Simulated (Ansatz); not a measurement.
Species: C2H6GeO3, SMILES `C=[CH][Ge]([OH])([OH])[OH]` (charge 0, multiplicity 1), formula C2H6GeO3.

Task: How many basis functions does frozen-core CCSD(T)/def2-TZVPP // B3LYP-D3(BJ)/def2-SVP (Ansatz, a quantum-chemistry and plane-wave program) use, how many core orbitals are frozen, and how many electrons are correlated?

Result: 287 basis functions and 14 frozen orbitals, which leaves 46 correlated electrons (filled d shells below the valence shell are correlated). Core time is of the order of minutes.
